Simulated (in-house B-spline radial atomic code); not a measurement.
Response and correlation along the 46-electron series, closed shell [Kr] 4d10; the second-order energy is extrapolated in partial waves. Computed with a B-spline radial code for spherical atoms: relativistic RPA and second-order many-body perturbation theory on Dirac-Hartree-Fock.

| ion | Z | dipole polarisability (bohr³) | quadrupole polarisability (bohr⁵) | ratio of RPA to uncoupled dipole | second order correlation energy (Eh) | C6 of two such ions (Eh bohr⁶) |
| --- | --- | --- | --- | --- | --- | --- |
| Pd | 46 | 21.172 | 268.83 | 1.1276 | -2.6583 | 147.69 |
| Ag+ | 47 | 8.8288 | 49.898 | 0.9928 | -2.6481 | 51.843 |
| Cd2+ | 48 | 4.9713 | 17.859 | 0.94088 | -2.6503 | 25.02 |
| In3+ | 49 | 3.2196 | 8.3866 | 0.91345 | -2.6581 | 14.09 |
| Sn4+ | 50 | 2.2636 | 4.5832 | 0.89649 | -2.6689 | 8.7141 |
| Sb5+ | 51 | 1.68 | 2.7602 | 0.88497 | -2.6814 | 5.744 |
| Te6+ | 52 | 1.2957 | 1.7787 | 0.87665 | -2.6948 | 3.9666 |
| I7+ | 53 | 1.0283 | 1.205 | 0.8704 | -2.7088 | 2.8386 |
| Xe8+ | 54 | 0.83452 | 0.84825 | 0.86557 | -2.7229 | 2.0897 |
| Cs9+ | 55 | 0.68945 | 0.61563 | 0.86176 | -2.7371 | 1.5744 |

(1) How fast does the dipole polarisability fall along the series?

Answers

(1) From 21.17 to 0.6894 bohr³; a fit of its logarithm against log Z from Z = 46 to 55 has slope -17.89.
